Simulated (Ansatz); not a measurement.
Input and output for `N=CBO`.

```yaml
crystal:
  periodic: [false, false, false]
  atoms:
    - {symbol: N, position_ang: [-0.929515, 0.730019, -0.640196]}
    - {symbol: C, position_ang: [0.087197, 0.717122, 0.124982]}
    - {symbol: B, position_ang: [0.690165, -0.724292, 0.430450]}
    - {symbol: O, position_ang: [0.062560, -1.755676, -0.149228]}
    - {symbol: H, position_ang: [-1.289794, 1.668346, -0.814808]}
    - {symbol: H, position_ang: [0.510452, 1.640785, 0.539634]}
    - {symbol: H, position_ang: [1.641088, -0.928357, 1.126035]}
    - {symbol: H, position_ang: [-0.679952, -1.405148, -0.672668]}
basis:
  gaussian: {orbitals: def2-mTZVP}
hamiltonian: {xc: {name: revPBE}}
```

```sh
$ ansatz run in.yaml --threads 2 --pin off --events-out ev --progress --plain --max-ram 4352MiB
```

Output, abridged:

```
Functional definition: revPBE
824 factors; their error is unknown
mean field evaluation 1: about -5306.5517 eV, gradient 7.1e1 eV
mean field evaluation 2: about -5280.8592 eV, gradient 1.3e2 eV
mean field evaluation 4: about -5315.9232 eV, gradient 1.0e1 eV
mean field evaluation 8: about -5316.1719 eV, gradient 2.6e-1 eV
mean field evaluation 16: about -5316.1482 eV, gradient 1.7e-4 eV
mean field -5316.14822528 eV, -195.3648438644 hartree, gradient 2.7e-5 eV, S^2 0.000000; 0 other end points of the search recorded, 0 dependent functions left out
reference -5316.14827307 eV, -195.3648456206 hartree; 15, 15 occupied and 78, 78 virtual orbitals, 824 factors
Total energy: -5316.14827307 eV, -195.3648456206 hartree
```

It took 1 s on 2 threads of an Arm Neoverse V1 on a shared host, with 0.1 GiB of host memory at the peak.
